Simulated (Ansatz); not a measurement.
Computed with Ansatz on PBE0-D4/def2-TZVP structures; ΔE is electronic, products minus reactants. CBS: MP2 limit from def2 TZ/QZ plus the TZ coupled-cluster correction, frozen cores. This one scheme is used for every species. DFT in def2-TZVPP. B3LYP here is the variant with VWN-RPA as its local correlation; programs differ in this. For Br outer-core shells are correlated without core-valence functions, which leaves a few kJ/mol of doubt a bond. Scalar relativity is left out up to krypton. Each species was taken in one conformer, which may not be the lowest.

`COB(F)[SiH2]F` + HBr → `COB(F)Br` + `F[SiH3]`  (cleavage of the B–Si bond)

`COB(F)[SiH2]F`:

Z-matrix (Å, degrees):
```
C
O 1 1.416
H 1 1.091 2 108.4
H 1 1.091 2 108.5 3 118.0
H 1 1.091 2 112.2 3 -121.0
B 2 1.336 1 125.3 3 122.4
Si 6 2.039 2 130.6 1 -0.1
F 6 1.336 2 115.8 1 179.8
F 7 1.612 6 112.6 2 -1.1
H 7 1.486 6 110.4 2 118.9
H 7 1.486 6 110.4 2 -121.0
```

HBr:

Z-matrix (Å, degrees):
```
Br
H 1 1.420
```

`COB(F)Br`:

Cartesian coordinates in Å:
```
C -0.171 0.946 -0.588
O -0.691 -0.024 0.301
B -0.054 -1.088 0.781
F -0.697 -1.886 1.611
Br 1.768 -1.554 0.342
H -0.870 1.051 -1.419
H -0.096 1.898 -0.061
H 0.811 0.658 -0.966
```

`F[SiH3]`:

Z-matrix (Å, degrees):
```
Si
F 1 1.600
H 1 1.482 2 108.3
H 1 1.482 2 108.3 3 -120.0
H 1 1.482 2 108.3 3 120.0
```

```
             level  ΔE (kJ/mol)  difference from CCSD(T)/CBS
            PBE-D4        -87.2                         13.3
         r2SCAN-D4        -98.2                          2.3
            B2PLYP       -100.3                          0.2
            r2SCAN        -98.8                          1.7
             B3LYP        -95.1                          5.4
     HF/def2-TZVPP       -110.2                         -9.7
    MP2/def2-TZVPP       -110.4                         -9.9
     HF/def2-QZVPP       -110.2                         -9.7
SCS-MP2/def2-QZVPP       -108.0                         -7.5
    CCSD/CBS(def2)       -101.0                         -0.5
       CCSD(T)/CBS       -100.5                            0
```

Largest T1 diagnostic among the species: 0.013.

From PBE to PBE0 (25 % exact exchange), in def2-TZVPP and without D4, ΔE moves by −6.0 kJ/mol.
